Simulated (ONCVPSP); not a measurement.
## Potentials for hafnium (Hf) compared

Generated with ld1.x 7.5 (TM, RRKJ, ultrasoft, PAW), atompaw 4.2 or ONCVPSP 4.0.1. The cutoff is in Ry: for ld1.x and atompaw files where the sum of valence levels is converged to 10 mRy in a Bessel basis, for ONCV files where the hardest occupied wave has 1 mHa per electron of residual kinetic energy. The error is the largest all-electron minus pseudo excitation energy over each file’s own four to seven test configurations (ionisations up to +4, promotions, holes and added fractions of an electron), all of which were solved. The labels leave out finer settings (local radius, basis sizes, second energies), which also bear on the numbers. Spin-polarised tests are not counted. The rows are a selection from randomly drawn settings: files with unsolved tests, undetermined cutoffs or missed reference levels are left out.

A true bound ghost makes a file unfit for plane-wave use even where its test errors are small: the radial tests pick states by their node count and pass the ghost by.

```tsv
potential	cutoff (Ry)	largest error (meV)	bound ghosts
ONCV, LDA (Perdew-Zunger), fully relativistic, rc 1.80/2.30/2.90 (spd), local smoothed, core correction no, reference 5s2 5p6 5d2 6s1.75 6p0.25, qcut 7.9/6/4.6, projectors 2/2/2	40	+9.2	none
ONCV, PBE, scalar-relativistic, rc 1.80/1.50/2.35 (spd), local smoothed, core correction yes, reference 5s2 5p6 5d2 6s1, qcut 6.8/5/5.8, projectors 2/1/2	191	+108	d
ONCV, PBE, scalar-relativistic, rc 1.95/2.05/2.25 (spd), local smoothed, core correction no, reference 5s2 5p6 5d2 6s1, qcut 5.8/7.5/8.3, projectors 2/2/2	27	+7.4	none
```

Q: Fill in the row for Hf: ONCV, PBE, non-relativistic, rc 1.40/1.75/1.95 (spd), local smoothed, core correction yes, reference 5s2 5p6 5d2, qcut 4.8/6.3/5.8, projectors 2/2/3.

A: cutoff 114 Ry, largest error +23 meV, bound ghosts: none.

Q: Fill in the row for Hf: ONCV, PBEsol, fully relativistic, rc 2.00/2.45/3.20/1.15 (spdf), local smoothed, core correction yes, reference 4f14 5s2 5p6 5d2 6s1 6p1, qcut 5.5/5.4/4.7/12.8, projectors 3/3/2/2.

A: cutoff 161 Ry, largest error +7.2 meV, bound ghosts: none.

Q: Fill in the row for Hf: ONCV, PBE, scalar-relativistic, rc 1.70/1.75/3.10 (spd), local smoothed, core correction yes, reference 5s2 5p6 5d2 6s1, qcut 6.4/8.1/4.7, projectors 2/2/2.

A: cutoff 41 Ry, largest error -14 meV, bound ghosts: none.
